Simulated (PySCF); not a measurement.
Cl2GeH4OSi, SMILES [O]([GeH3])[SiH](Cl)Cl.

Coordinates come from a r2SCAN-D4/def2-SVP optimisation. The structure was generated by enumeration, and PubChem lists no compound with its InChIKey, so it may never have been made. Other conformers were not sampled.

These are TDA-PBE/def2-SVPD (PySCF 2.14.0) values and carry that method's errors.

Vertical excitations. 

Computed lowest excited states:
```
state  energy (eV)  λ (nm)      f                                                                      main pairs
-----  -----------  ------  -----  ------------------------------------------------------------------------------
S1            6.38     194  0.004                                                                  HOMO→LUMO 96 %
S2            6.72     184  0.007                                              HOMO−1→LUMO 73 %, HOMO−2→LUMO 21 %
S3            6.79     183  0.032                            HOMO−2→LUMO 66 %, HOMO−1→LUMO 17 %, HOMO−3→LUMO 15 %
S4            6.87     181  0.015                                                                HOMO→LUMO+1 95 %
S5            6.90     180  0.016                                                                HOMO−3→LUMO 81 %
S6            7.04     176  0.000                                                                HOMO−4→LUMO 90 %
S7            7.09     175  0.012                                                                HOMO→LUMO+2 86 %
S8            7.29     170  0.001                                          HOMO−1→LUMO+1 58 %, HOMO−2→LUMO+1 30 %
S9            7.34     169  0.007  HOMO−2→LUMO+1 50 %, HOMO−1→LUMO+1 17 %, HOMO−1→LUMO+2 12 %, HOMO−2→LUMO+2 10 %
S10           7.36     168  0.013                                                              HOMO−3→LUMO+1 76 %
T1            6.14     202      0                                                                  HOMO→LUMO 97 %
T2            6.50     191      0                            HOMO−1→LUMO 54 %, HOMO−2→LUMO 34 %, HOMO−3→LUMO 10 %
T3            6.61     188      0                                              HOMO−2→LUMO 53 %, HOMO−1→LUMO 40 %
T4            6.68     186      0                                              HOMO→LUMO+1 70 %, HOMO−3→LUMO 25 %
```
Triplets are in the Tamm–Dancoff approximation.
